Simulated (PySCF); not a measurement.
BrH3S3Ti, SMILES [SH][Ti]([SH])([SH])[Br], multiplicity 1. Atoms are numbered in the order given.

```xyz
8

Ti    -0.2918     0.1932    -0.0505
Br     1.6710    -1.0504     0.1657
S     -0.2967     2.0782     1.1616
H      0.0374     1.3396     2.2526
S     -0.6259     0.8718    -2.1700
H     -1.9608     0.7779    -1.9499
S     -2.1064    -0.9241     0.6956
H     -1.6802    -2.0206     0.0156
```

Coordinates come from a PBE0-D3(BJ)/def2-SVP optimisation. The spin state was assumed, not searched. The values are those of a single conformer.

Level of theory: HF/pcSseg-1 run with PySCF.

GIAO shieldings, no solvent; atoms listed in one row are averaged. δ = σ(ref) − σ: ³³S against H2S (σ = 725.2 ppm); ¹H against TMS (σ = 31.99 ppm), references at their B3LYP-D3(BJ)/def2-TZVP geometries, non-relativistic (without spin–orbit terms, shifts of atoms bonded to Cl or Br come out too high).

| nucleus | atoms | count | δ (ppm) |
|---|---|---|---|
| ³³S | S3 | 1 | 844.2 |
| ³³S | S5 | 1 | 796.3 |
| ³³S | S7 | 1 | 700.6 |
| ¹H | H6 | 1 | 9.01 |
| ¹H | H4 | 1 | 7.78 |
| ¹H | H8 | 1 | 6.33 |
